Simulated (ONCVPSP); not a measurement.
Which change was made? (Ge, ONCV)

```json
{
 "Element": "germanium (Ge)",
 "Generator": "ONCVPSP 4.0.1",
 "Type": "optimised norm-conserving Vanderbilt (ONCV)",
 "Functional": "PBE",
 "Relativity": "scalar-relativistic",
 "Frozen core": "[Ar]",
 "Valence charge": "14",
 "Reference configuration": "3d10 4s1 4p3",
 "Partial waves": "4s: rc 1.50 bohr, ncon 4, nbas 7, qcut 4.4 1/bohr, 2 projectors, debl 2.2 Ha; 4p: rc 1.90 bohr, ncon 4, nbas 8, qcut 4.5 1/bohr, 1 projector; 3d: rc 1.05 bohr, ncon 4, nbas 9, qcut 16.7 1/bohr, 2 projectors, debl 1.2 Ha",
 "Local potential": "polynomial inside 0.95 bohr (lpopt 5, dvloc0 1 Ha)",
 "Core correction": "Teter function, fcfact 3, rcfact 1.65"
}
```

Cutoffs, loose and tight: the cutoffs (Ha) at which the residual kinetic energy of the hardest occupied pseudo-wave falls to 1 and 0.1 mHa per electron. They do not see the model core or the augmentation charge, which bear on the density cutoff. Test errors are all-electron minus pseudo excitation energies from the reference, over the configurations 3d10 4s2 4p2; 3d10 4s2 4p1; 3d10 4s2 4p0; 3d10 4s0 4p4; variants that change the core or the reference have their own tests.

The base gives: outcome: generated; cutoff, loose: 103 Ha; cutoff, tight: 116 Ha; bound ghosts: none; GHOST(+) flags above zero: s; largest test error (meV): +3.0.

(1) After one change the result is: outcome: failed: ERROR pspot: first pseudo wave function has node, program will stop. Which change was it?
A. d: qcut 10.1
B. d: qcut 24.9
C. d: qcut 13.2

Answers

(1) B. The others give: d: qcut 10.1 → outcome: generated; cutoff, loose: 268 Ha; cutoff, tight: 342 Ha; bound ghosts: none; GHOST(+) flags above zero: s; largest test error (meV): +2.5 | d: qcut 13.2 → outcome: generated; cutoff, loose: 80 Ha; cutoff, tight: 110 Ha; bound ghosts: none; GHOST(+) flags above zero: s; largest test error (meV): +2.9.
